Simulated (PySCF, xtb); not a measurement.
C2H5NO2Si, SMILES O[Si@@H]1C=NCO1. Other conformers were not sampled.

Harmonic wavenumbers (cm⁻¹) from GFN2-xTB (xtb) at its own minimum, in rising order: 127, 166, 217, 280, 407, 486, 575, 672, 687, 769, 794, 814, 824, 945, 987, 1024, 1027, 1169, 1226, 1280, 1450, 1678, 2388, 2896, 2931, 3074, 3644.

### Question
What does ωB97X-D3(BJ)/def2-SVP (PySCF) give at its own minimum? (The exact figures need the calculation; the answer reports its results.)

### Answer
132, 192, 295, 353, 436, 521, 683, 711, 777, 813, 867, 888, 918, 959, 995, 1089, 1124, 1259, 1321, 1381, 1484, 1715, 2335, 3076, 3130, 3162, 3932. Paired by order, the mean absolute difference is 78 cm⁻¹ and the zero-point energies are 46.5 and 49.4 kcal/mol.
